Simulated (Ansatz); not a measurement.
The molecule AlZn, multiplicity 2 (the spin of the measured ground state). No spin–orbit coupling. Zn is treated without relativity.

The constants come from a fifth-degree fit in 1/R (seven points, main isotopes). In def2 and cc sets the state is the lowest found near the PBE0 minimum, followed along R.

Run with Ansatz (Gaussian orbitals). Values without a source in brackets are computed.

Energies at B3LYP/def2-TZVPP:

| R (Å) | E (hartree) |
|---|---|
| 2.508312 | -2021.84740543 |
| 2.575740 | -2021.84875605 |
| 2.637773 | -2021.84950212 |
| 2.707898 | -2021.84990771 |
| 2.778023 | -2021.84996565 |
| 2.858936 | -2021.84972602 |
| 2.953335 | -2021.84917404 |

Question: With a reduced mass of 18.9736 u, find the minimum, the force constant and the constants.

Answer: A fifth-degree polynomial in 1/R puts the minimum at r_e = 2.7562 Å with force constant 24.5 N/m. Then ω_e = (1/2πc)√(k/μ) = 148 cm⁻¹ and B_e = h/(8π²cμr_e²) = 0.1170 cm⁻¹; the cubic and quartic terms give α_e = 0.0019 and ω_e x_e = 2.3 cm⁻¹.

Ansatz is a program for electronic structure.
